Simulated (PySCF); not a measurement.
Species: C6H14O.
SMILES with atom numbers: `[CH3:1][CH2:2][CH2:3][CH2:4][CH2:5][CH2:6][OH:7]` (hydrogens: H8, H9, H10 on C1; H11, H12 on C2; H13, H14 on C3; H15, H16 on C4; H17, H18 on C5; H19, H20 on C6; H21 on O7)

The same species was optimised twice, with GFN2-xTB and with PBE0-D3(BJ)/def2-SVP (PySCF), and the same property calculations (PySCF, gas phase) were run on both structures.

```json
{"coordinate": "C5–C6 (Å)", "GFN2-xTB": "1.529", "PBE0-D3(BJ)/def2-SVP": "1.520", "change": "-0.009"}
{"coordinate": "C6–O7 (Å)", "GFN2-xTB": "1.409", "PBE0-D3(BJ)/def2-SVP": "1.402", "change": "-0.007"}
{"coordinate": "C4–C5 (Å)", "GFN2-xTB": "1.526", "PBE0-D3(BJ)/def2-SVP": "1.521", "change": "-0.005"}
{"coordinate": "C3–C4 (Å)", "GFN2-xTB": "1.527", "PBE0-D3(BJ)/def2-SVP": "1.522", "change": "-0.005"}
{"coordinate": "C2–C3 (Å)", "GFN2-xTB": "1.527", "PBE0-D3(BJ)/def2-SVP": "1.522", "change": "-0.005"}
{"coordinate": "C1–C2 (Å)", "GFN2-xTB": "1.524", "PBE0-D3(BJ)/def2-SVP": "1.520", "change": "-0.004"}
{"coordinate": "C3–C4–C5 (°)", "GFN2-xTB": "111.8", "PBE0-D3(BJ)/def2-SVP": "113.7", "change": "+1.9"}
{"coordinate": "C1–C2–C3 (°)", "GFN2-xTB": "111.8", "PBE0-D3(BJ)/def2-SVP": "113.4", "change": "+1.6"}
{"coordinate": "C4–C5–C6 (°)", "GFN2-xTB": "112.1", "PBE0-D3(BJ)/def2-SVP": "113.6", "change": "+1.5"}
{"coordinate": "C2–C3–C4 (°)", "GFN2-xTB": "112.3", "PBE0-D3(BJ)/def2-SVP": "113.8", "change": "+1.5"}
{"coordinate": "C5–C6–O7 (°)", "GFN2-xTB": "112.8", "PBE0-D3(BJ)/def2-SVP": "113.3", "change": "+0.5"}
{"coordinate": "C1–C2–C3–C4 (°)", "GFN2-xTB": "180", "PBE0-D3(BJ)/def2-SVP": "180", "change": "0"}
{"coordinate": "C2–C3–C4–C5 (°)", "GFN2-xTB": "180", "PBE0-D3(BJ)/def2-SVP": "180", "change": "0"}
{"coordinate": "C3–C4–C5–C6 (°)", "GFN2-xTB": "180", "PBE0-D3(BJ)/def2-SVP": "180", "change": "0"}
{"coordinate": "C4–C5–C6–O7 (°)", "GFN2-xTB": "-179", "PBE0-D3(BJ)/def2-SVP": "-177", "change": "+2"}
```

Rotational constants: A = 12784, B = 729.7, C = 709.6 MHz (GFN2-xTB) against A = 12894, B = 722.8, C = 703.4 MHz (PBE0-D3(BJ)/def2-SVP).

On the GFN2-xTB structure: HOMO (eV) -7.58 [PBE0/pcSseg-1]; LUMO (eV) 1.39 [PBE0/pcSseg-1]; dipole (D) 1.78 [PBE0/pcSseg-1]; GIAO shielding of C1 (ppm) 169.6 [PBE0/pcSseg-1]; GIAO shielding of C2 (ppm) 158.2 [PBE0/pcSseg-1]; GIAO shielding of C3 (ppm) 148.4 [PBE0/pcSseg-1]; GIAO shielding of C4 (ppm) 156.2 [PBE0/pcSseg-1]; GIAO shielding of C5 (ppm) 145.5 [PBE0/pcSseg-1]; GIAO shielding of C6 (ppm) 117.5 [PBE0/pcSseg-1]; GIAO shielding of O7 (ppm) 290.2 [PBE0/pcSseg-1].

Problem. What do these properties become on the PBE0-D3(BJ)/def2-SVP structure?

Solution. 
```csv
property,level,on GFN2-xTB,on PBE0-D3(BJ)/def2-SVP,change
HOMO (eV),PBE0/pcSseg-1,-7.58,-7.67,-0.09
LUMO (eV),PBE0/pcSseg-1,1.39,1.38,-0.01
dipole (D),PBE0/pcSseg-1,1.78,1.75,-0.03
"energy, GFN2-xTB geometry as zero (kcal/mol)",PBE0/pcSseg-1,0.0,-0.6,-0.6
GIAO shielding of C1 (ppm),PBE0/pcSseg-1,169.6,167.8,-1.8
GIAO shielding of C2 (ppm),PBE0/pcSseg-1,158.2,157.3,-0.9
GIAO shielding of C3 (ppm),PBE0/pcSseg-1,148.4,148.0,-0.4
GIAO shielding of C4 (ppm),PBE0/pcSseg-1,156.2,155.4,-0.8
GIAO shielding of C5 (ppm),PBE0/pcSseg-1,145.5,145.0,-0.5
GIAO shielding of C6 (ppm),PBE0/pcSseg-1,117.5,117.8,+0.3
GIAO shielding of O7 (ppm),PBE0/pcSseg-1,290.2,291.4,+1.2
```

The heavy atoms differ by 0.018 Å rms after alignment. Among bonds between heavy atoms C5–C6 changes most (-0.009 Å). Changes are differences of the printed values. Neither structure is proved a minimum here.
